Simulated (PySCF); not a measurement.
## Computed spin Hamiltonian

Compound: C₂H₁₀OPSi₃ (doublet state).
Z-matrix (Å and degrees, GFN2-xTB geometry), rows numbered from 1:
```
C 
C   1  1.3224
Si  2  1.8940  1  123.62
Si  3  2.3597  2  107.82  1    69.75
P   3  2.2164  2  104.34  1  -170.45
Si  3  2.3544  2  108.89  1   -51.93
O   6  1.6254  3  108.74  2  -143.37
H   1  1.0796  2  121.44  3     1.02
H   1  1.0798  2  123.01  3  -178.95
H   2  1.0831  1  118.70  3   178.95
H   4  1.4632  3  111.02  2    11.54
H   4  1.4639  3  113.06  2   132.61
H   4  1.4659  3  110.01  2  -107.70
H   5  1.3901  3   93.37  2  -178.81
H   6  1.4587  3  113.36  2   106.44
H   6  1.4665  3  113.03  2   -20.85
H   7  0.9532  6  122.87  3    57.23
```

The hyperfine couplings belong to this conformer and change with its torsions.

The species is `C=C[Si@@]([SiH3])([PH])[SiH2]O` [radical].

Level of theory: PySCF 2.14.0, UKS B3LYP, pcH-1 on C H O P Si, non-relativistic, mean-field spin-orbit, GIAO. The structure is a single GFN2-xTB conformer in the gas phase; no vibrational or solvent corrections. GFN2-xTB frequencies show an imaginary mode (42i cm⁻¹), so this geometry is no minimum at that level. A GFN2-xTB geometry isn't a minimum of the functional, and hyperfine couplings can be far from their values at a DFT geometry, by a factor of two or more for some ions and for spin on atoms past the first row. The SCF solution wasn't tested for stability.

```
g1, g2, g3      : 2.00213, 2.00963, 2.02472
g_iso           : 2.01216
Form of g       : rhombic: the two nearest values differ by 33 % of g3 − g1
⟨S²⟩            : 0.7540 (exact 0.7500)
Basis functions : 315
```

Isotropic coupling and dipolar principal values T1 to T3, in MHz; ρ(0) is the spin density at the nucleus:

```json
{"atom": "C1", "isotope": "13C", "a_iso": "-1.3", "of which spin–orbit": "0.0", "T1": "-0.9", "T2": "0.2", "T3": "0.7", "Mulliken spin population": "-0.01", "ρ(0) (bohr⁻³)": "-0.0011"}
{"atom": "C2", "isotope": "13C", "a_iso": "-0.6", "of which spin–orbit": "0.0", "T1": "-0.5", "T2": "0.1", "T3": "0.4", "Mulliken spin population": "0.00", "ρ(0) (bohr⁻³)": "-0.0006"}
{"atom": "Si3", "isotope": "29Si", "a_iso": "32.6", "of which spin–orbit": "-0.2", "T1": "-1.2", "T2": "-1.0", "T3": "2.1", "Mulliken spin population": "-0.04", "ρ(0) (bohr⁻³)": "-0.0369"}
{"atom": "Si4", "isotope": "29Si", "a_iso": "-57.0", "of which spin–orbit": "0.1", "T1": "-12.8", "T2": "6.1", "T3": "6.8", "Mulliken spin population": "0.05", "ρ(0) (bohr⁻³)": "0.0642"}
{"atom": "P5", "isotope": "31P", "a_iso": "98.0", "of which spin–orbit": "-0.3", "T1": "-299.8", "T2": "-283.5", "T3": "583.3", "Mulliken spin population": "0.95", "ρ(0) (bohr⁻³)": "0.0543"}
{"atom": "Si6", "isotope": "29Si", "a_iso": "-47.2", "of which spin–orbit": "0.1", "T1": "-13.0", "T2": "6.4", "T3": "6.6", "Mulliken spin population": "0.04", "ρ(0) (bohr⁻³)": "0.0532"}
{"atom": "O7", "isotope": "17O", "a_iso": "-0.5", "of which spin–orbit": "0.0", "T1": "-0.9", "T2": "0.3", "T3": "0.6", "Mulliken spin population": "0.00", "ρ(0) (bohr⁻³)": "0.0008"}
{"atom": "H8", "isotope": "1H", "a_iso": "0.2", "of which spin–orbit": "0.0", "T1": "-0.8", "T2": "-0.6", "T3": "1.3", "Mulliken spin population": "0.00", "ρ(0) (bohr⁻³)": "0.0001"}
{"atom": "H9", "isotope": "1H", "a_iso": "0.0", "of which spin–orbit": "0.0", "T1": "-0.5", "T2": "-0.4", "T3": "0.9", "Mulliken spin population": "0.00", "ρ(0) (bohr⁻³)": "0.0000"}
{"atom": "H10", "isotope": "1H", "a_iso": "-0.5", "of which spin–orbit": "0.0", "T1": "-1.8", "T2": "-1.5", "T3": "3.3", "Mulliken spin population": "0.00", "ρ(0) (bohr⁻³)": "-0.0001"}
{"atom": "H11", "isotope": "1H", "a_iso": "5.6", "of which spin–orbit": "0.0", "T1": "-1.1", "T2": "-0.6", "T3": "1.7", "Mulliken spin population": "0.00", "ρ(0) (bohr⁻³)": "0.0012"}
{"atom": "H12", "isotope": "1H", "a_iso": "-2.1", "of which spin–orbit": "0.0", "T1": "-1.8", "T2": "-0.8", "T3": "2.6", "Mulliken spin population": "0.00", "ρ(0) (bohr⁻³)": "-0.0005"}
{"atom": "H13", "isotope": "1H", "a_iso": "10.2", "of which spin–orbit": "0.0", "T1": "-1.2", "T2": "-0.4", "T3": "1.6", "Mulliken spin population": "0.01", "ρ(0) (bohr⁻³)": "0.0023"}
{"atom": "H14", "isotope": "1H", "a_iso": "-33.4", "of which spin–orbit": "0.2", "T1": "-16.6", "T2": "3.0", "T3": "13.6", "Mulliken spin population": "-0.03", "ρ(0) (bohr⁻³)": "-0.0075"}
{"atom": "H15", "isotope": "1H", "a_iso": "10.2", "of which spin–orbit": "0.0", "T1": "-1.2", "T2": "-0.5", "T3": "1.7", "Mulliken spin population": "0.01", "ρ(0) (bohr⁻³)": "0.0023"}
{"atom": "H16", "isotope": "1H", "a_iso": "6.5", "of which spin–orbit": "0.0", "T1": "-1.1", "T2": "-0.7", "T3": "1.8", "Mulliken spin population": "0.01", "ρ(0) (bohr⁻³)": "0.0015"}
{"atom": "H17", "isotope": "1H", "a_iso": "-0.3", "of which spin–orbit": "0.0", "T1": "-2.5", "T2": "-1.7", "T3": "4.2", "Mulliken spin population": "0.00", "ρ(0) (bohr⁻³)": "-0.0001"}
```

The largest Mulliken spin population is on P5 (+0.95).

Under fast tumbling the dipolar parts average out, and these isotropic splittings remain: 1 × 31P (P5, I = 1/2, 2 lines) with 3.48 mT, 1 × 1H (H14, I = 1/2, 2 lines) with 1.19 mT, 1 × 1H (H15, I = 1/2, 2 lines) with 0.36 mT, 1 × 1H (H16, I = 1/2, 2 lines) with 0.23 mT and 3 × 1H (H11/H12/H13, I = 1/2, 4 lines) with 0.16 mT.

Nuclei that the bonding pattern makes equivalent are averaged, as if the motion that swaps them (rotation, inversion, ring flip) were fast. The three 1H nuclei of mean +4.5 MHz run from -2.1 to 10.2 MHz in the frozen geometry.

The 29Si coupling of Si4 (-57.0 MHz) shows only in satellite lines or after enrichment, since that isotope makes up about 4.7 % of natural silicon.

The run took 3.0 min of wall time (grids of density and orbitals included) on one thread of an Arm Neoverse V2, no GPU, shared host, and the process peaked at 1.1 GiB of memory.
